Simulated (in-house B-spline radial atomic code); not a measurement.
The numbers below are computed, except where a source is named.
Ta in an electron gas of r_s = 2.4: phase shifts, screening, friction and resistivity

A nucleus sits in a uniform electron gas with a rigid positive background. The Kohn-Sham equations are solved self-consistently in the spin-unpolarised LDA (PW92), non-relativistic, on B-splines with outgoing waves at the boundary and partial waves to l = 8. The model has no lattice, no bands and no magnetic solution. Atomic units; δ_l are the phase shifts at the Fermi level, counted so that each bound state adds π, and good to about 0.0005. Heavy atoms are models without relativity.

The density parameter is r_s = 2.4 bohr, near that of the valence electrons of In (3 per atom, density 7.31 g/cm³, mass 114.82 u, which gives r_s = 2.41).

```tsv
l	δ_l (rad)
0	15.0694
1	12.3491
2	8.1004
3	3.1472
4	0.0011
5	-0.0002
6	-0.0004
7	-0.0004
8	-0.0004
```

Bound levels below the band bottom (hartree): p -13.14, d -7.688, s -1.662, p -0.8274, f -0.6231 and deeper ones.

Check the Friedel sum rule, and say where the screening charge sits.

k_F = (9π/4)^(1/3)/r_s = 0.79965. The rule is Z = (2/π) Σ (2l + 1) δ_l. The terms are s 9.593, p 23.585, d 25.784, f 14.025 and -0.007 beyond, in all 72.981 against Z = 73. Bound states hold 10 s, 24 p, 20 d and 14 f electrons, so the scattering states carry 4.98 in all; where a term is smaller than its bound count, the bound level has drawn weight out of the band.

Find the transport cross section and the electronic stopping of a 1 keV Ta ion (mass 180.95 u).

σ_tr = (4π/k_F²) Σ (l + 1) sin²(δ_l − δ_(l+1)). The terms for l = 0 to 3 are 0.1672, 1.5999, 2.8294, 0.0001, all together 4.5966, so σ_tr = 19.652 × 4.5966 = 90.334 bohr². With n = 3/(4π r_s³) = 0.01727, the friction coefficient is Q = n k_F σ_tr = 1.2475. For v well below v_F = 0.800, dE/dx = Q v; with 24801 eV per u at v = 1, v = √(1000/(24801 × 180.95)) = 0.0149, so dE/dx = 0.01862 hartree/bohr = 9.58 eV/nm. The largest term couples the d and f waves.

What residual resistivity would 1 atomic per cent of such centres give in In?

Δρ = k_F n_i σ_tr/n in atomic units of 21.74 μΩ·cm. With one host atom per 3 electrons, n_i/n = 0.01/3, so Δρ = 0.7996 × 0.00333 × 90.334 × 21.74 = 5.23 μΩ·cm. This is an atom added to the gas, as on an interstitial site.

On a substitutional site the background of one host ion, a sphere holding 3 charges, is taken out. The phase shifts for l = 0 to 4 become 14.7742, 12.0909, 7.4818, 3.0905, -0.0121. What follows?

The Friedel sum is now 69.99, for Z − 3 = 70. The sum in σ_tr is 4.8822, so σ_tr = 95.95 bohr² and Δρ = 5.56 μΩ·cm per atomic per cent, 1.06 times the value above. A real host ion scatters too, so this model doesn't give zero even for the host's own atom.
